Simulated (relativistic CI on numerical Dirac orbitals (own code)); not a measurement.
## Electric-dipole lines of Ir³²⁺

Method of calculation: Dirac-Coulomb-Breit CI, orbitals from a KLI potential per configuration, a model potential for QED, unscaled Slater integrals (own radial code, finite nucleus).

Configuration list (outside the closed core [Ar] 3d10): 4s2 4p6 4d9, 4s2 4p5 4d10, 4s2 4p6 4d8 4f, 4s 4p6 4d10, 4s2 4p5 4d9 4f, 4s 4p6 4d9 4f, 4s2 4p6 4d8 5s, 4s2 4p6 4d7 4f 5s, 4s2 4p6 4d8 5p, 4s2 4p6 4d8 5d, 4s2 4p5 4d9 5s, 4s2 4p6 4d8 5f, 4s2 4p6 4d7 5s 5p, 4s2 4p5 4d9 5p, 4p6 4d10 4f, 4s2 4p6 4d8 5g, 4s 4p6 4d8 4f 5s, 4s2 4p6 4d8 6s, 4s2 4p5 4d9 5d, 4s2 4p6 4d8 6p, 4s 4p6 4d9 5s, 4p6 4d9 4f2, 4p5 4d10 4f2, 4p6 4d8 4f3, 4p5 4d9 4f3, 4p6 4d8 4f2 5s, 4s2 4p6 4d7 5s2, 4s2 4p6 4d6 4f 5s2, 4s2 4p5 4d7 4f 5s2, 4s 4p6 4d7 4f 5s2. Double excitations out of closed p, d and f shells are left out; levels of such configurations are missing from the list, as are those of other unlisted configurations, and high levels can miss mixing partners. These lack a partner that the ground configuration has and come out too high: 4s2 4p6 4d8 5p, 4s2 4p6 4d8 5d, 4s2 4p5 4d9 5s, 4s2 4p6 4d8 5f, 4s2 4p5 4d9 5p.

| λ vac (Å) | Lower | Upper | A (s⁻¹) | gf | Branching (%) |
| --- | --- | --- | --- | --- | --- |
| 19.837 | 4s2 4p6 4d9 2D_5/2 [1] | 4s2 4p5 4d9 5s 2F°_7/2 [309] | 2.27e+12 | 1.07e+00 | 97.9 |
| 24.664 | 4s2 4p6 4d9 2D_5/2 [1] | 4s2 4p6 4d8 5p 2F°_7/2 [189] | 1.33e+12 | 9.70e-01 | 98.6 |
| 39.840 | 4s2 4p6 4d9 2D_3/2 [2] | 4s2 4p5 4d10 2P°_1/2 [85] | 7.20e+12 | 3.43e+00 | 100.0 |
| 41.038 | 4s2 4p5 4d10 2P°_3/2 [3] | 4s2 4p5 4d9 4f 2S_1/2 [184] | 4.93e+12 | 2.49e+00 | 62.3 |
| 41.763 | 4s2 4p6 4d8 4f 2K°_15/2 [49] | 4s2 4p5 4d9 4f 2I_13/2 [217] | 2.33e+12 | 8.53e+00 | 67.6 |
| 41.809 | 4s2 4p6 4d8 4f 2K°_13/2 [37] | 4s2 4p5 4d9 4f 2I_11/2 [206] | 2.03e+12 | 6.40e+00 | 60.1 |
| 41.970 | 4s2 4p5 4d10 2P°_3/2 [3] | 4s2 4p5 4d9 4f 2D_5/2 [180] | 5.08e+12 | 8.05e+00 | 66.0 |
| 42.135 | 4s2 4p5 4d10 2P°_3/2 [3] | 4s2 4p5 4d9 4f 2P_3/2 [179] | 4.52e+12 | 4.81e+00 | 64.4 |
| 44.533 | 4s2 4p6 4d9 2D_5/2 [1] | 4s2 4p6 4d8 4f 2F°_7/2 [82] | 6.00e+12 | 1.43e+01 | 100.0 |
| 44.645 | 4s2 4p6 4d9 2D_3/2 [2] | 4s2 4p6 4d8 4f 2F°_5/2 [84] | 6.02e+12 | 1.08e+01 | 99.9 |
| 44.689 | 4s2 4p6 4d9 2D_5/2 [1] | 4s2 4p6 4d8 4f 2P°_3/2 [81] | 6.27e+12 | 7.51e+00 | 100.0 |
| 44.811 | 4s2 4p6 4d9 2D_5/2 [1] | 4s2 4p6 4d8 4f 2D°_5/2 [80] | 5.87e+12 | 1.06e+01 | 100.0 |
| 45.249 | 4s2 4p6 4d9 2D_3/2 [2] | 4s2 4p6 4d8 4f 2D°_3/2 [83] | 5.66e+12 | 6.96e+00 | 100.0 |
| 56.557 | 4s2 4p6 4d8 4f 4I°_15/2 [12] | 4s2 4p5 4d9 4f 4H_13/2 [118] | 1.17e+12 | 7.85e+00 | 80.6 |
| 56.572 | 4s2 4p6 4d8 4f 4I°_13/2 [9] | 4s2 4p5 4d9 4f 2H_11/2 [115] | 9.97e+11 | 5.74e+00 | 77.7 |
| 56.772 | 4s2 4p6 4d8 4f 4H°_13/2 [16] | 4s2 4p5 4d9 4f 4G_11/2 [121] | 9.07e+11 | 5.26e+00 | 64.8 |
| 57.085 | 4s2 4p6 4d8 4f 4H°_11/2 [10] | 4s2 4p5 4d9 4f 4G_9/2 [114] | 1.03e+12 | 5.01e+00 | 73.1 |
| 60.272 | 4s2 4p6 4d8 4f 4H°_11/2 [10] | 4s2 4p5 4d9 4f 4H_11/2 [94] | 2.90e+11 | 1.90e+00 | 71.8 |
| 61.365 | 4s2 4p6 4d8 4f 4I°_13/2 [9] | 4s2 4p5 4d9 4f 2I_13/2 [89] | 2.91e+11 | 2.30e+00 | 78.0 |
| 62.040 | 4s2 4p6 4d8 4f 4I°_15/2 [12] | 4s2 4p5 4d9 4f 4I_15/2 [90] | 2.83e+11 | 2.61e+00 | 78.2 |

Terms are leading LS components. Brackets give the number of a level in order of energy, since labels repeat. The list gives strong lines, with weight on those to low levels, without lines whose two gauges differ by over a factor of 2.5, among the lowest 400 of 8599 levels, so that lines to higher ones, which can be the strongest, are missing. Levels whose partners in the same complex of configurations lie outside the list can be far off, and so can their lines. Rates are taken at the computed energies, electric ones in the length gauge.

At this charge energies of transitions that change n are usually good to better than 1 %, and those within a shell (Δn = 0) to a few per cent.

(1) From the table, what is the radiative lifetime of 4s2 4p5 4d9 5s 2F°_7/2?

Results:

(1) The listed rates from this level add up to about 2.27e+12 s⁻¹, 98 % of its decay; with all channels τ = 4.32e-13 s.

LS names give the leading component of a level, which can be under half, so a name can repeat, a term be missing and a line seem to break the LS rules.
